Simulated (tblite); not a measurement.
Start geometry of `O[C@@H]1C[C]=C[C@@H](Cl)C1` [radical] from a force field or distance geometry (Å):
```
atom  x, y, z in Å
O1     1.5694    0.2839   -1.1844
C2     1.0929    0.3641    0.1603
C3     0.9593   -1.0743    0.7782
C4    -0.3848   -1.5030    0.3720
C5    -1.4719   -1.0439   -0.1419
C6    -1.4044    0.4085   -0.5705
Cl7   -2.9539    1.2104   -0.2183
C8    -0.2345    1.1575    0.1691
H9     2.4020   -0.2140   -1.1844
H10    1.8507    0.9155    0.7374
H11    1.0129   -1.0202    1.8648
H12    1.7213   -1.7486    0.4016
H13   -2.3061   -1.6742   -0.4257
H14   -1.2442    0.4610   -1.6544
H15   -0.0901    2.1313   -0.3229
H16   -0.5263    1.3549    1.2193
```

Q: What comes out of this run: GFN2-xTB geometry optimisation, gas phase (tblite 0.8.0)?

A: 
```
atom  x, y, z in Å
O1     1.4443    0.2659   -1.2204
C2     1.0829    0.3644    0.1331
C3     0.9187   -1.0326    0.8009
C4    -0.3660   -1.6025    0.4042
C5    -1.3855   -1.0553   -0.1837
C6    -1.3218    0.4129   -0.5785
Cl7   -2.9006    1.1951   -0.2750
C8    -0.2363    1.1363    0.2074
H9     2.2455   -0.2631   -1.3022
H10    1.8587    0.9198    0.6884
H11    0.9645   -0.9254    1.8876
H12    1.7453   -1.6796    0.4920
H13   -2.2894   -1.5803   -0.4463
H14   -1.1413    0.4914   -1.6541
H15   -0.0899    2.1352   -0.2055
H16   -0.5368    1.2267    1.2523
```

The energy falls by 5.4 kcal/mol over 55 L-BFGS steps, the largest force on an atom goes from 1.86 to 0.009 eV/Å, and the atoms move by 0.106 Å rms after alignment. The bond that changes most is C6–C8 (ends: carbon bonded to 2 C, Cl and H; carbon bonded to 2 C and 2 H), which shortens by 0.051 Å. Bonds longer at the end by more than 0.005 Å: 4 of 16; shorter: 9. Among the angles that change most is C3–C4–C5, from 141.2° to 130.5°. Among the dihedrals that turn most is O1–C2–C3–H12, from 34° to 44°. Rotational constants go from 3377, 1134, 970.1 to 3334, 1184, 1012 MHz. The orientation of the end geometry is arbitrary; only internal coordinates are fixed.

Its GFN2-xTB frequencies are all real (lowest 78 cm⁻¹). 2 starts were optimised and ended at 0.00 and 0.59 kcal/mol (GFN2-xTB); the lowest of these is shown.

One conformer stands for the species.

All values are computed, not measured.
